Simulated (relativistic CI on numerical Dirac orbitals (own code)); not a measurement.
# K III: what numerical and physical settings do to a radial Dirac CI calculation

Reference input:

```
atom K  Z=19  charge=2  electrons=17
nucleus A=39  rms_radius_fm=3.4349
hamiltonian dirac-coulomb  breit=on  qed=on  c_scale=1
orbitals kli  potential=per-configuration
slater_scale 1
correlation none
mixing on
grid step=0.0125 r_max=34.3
scf mixing=0.4 start=green max_iterations=150 tolerance=2e-08 node_fill=0.05
configurations
  [Ne] 3s2 3p5
  [Ne] 3s 3p6
end
```

Computed lowest total energy -599.98469 Ha, first excitation 2193.1 cm⁻¹, 20 SCF steps. Runs with settings changed; * marks those that are bad on purpose (the QED terms keep the true α when c is scaled):

```csv
Changed,Outcome,Lowest level,ΔE (Ha),First excitation (cm⁻¹),SCF steps,Message
SCF mixing 0.9,converged,3s2 3p5 2P°_3/2,2.34e-10,2193.1,16,
start potential bare,converged,3s2 3p5 2P°_3/2,1.89e-10,2193.1,26,
SCF mixing 0.2,converged,3s2 3p5 2P°_3/2,-7.48e-11,2193.1,22,
speed of light × 0.05 *,not converged,,,,1,SCF of 1s2 2s2 2p6 3s2 3p5 stopped: an orbital could not be found
charge 4 *,refused,,,,0,"configuration [Ne] 3s2 3p5 has 17 electrons, the ion has 15"
```

With so few configurations and no correlation, terms lie too far apart (by 10 to 50 % near neutrality), their order can be wrong, and levels of other configurations are missing.
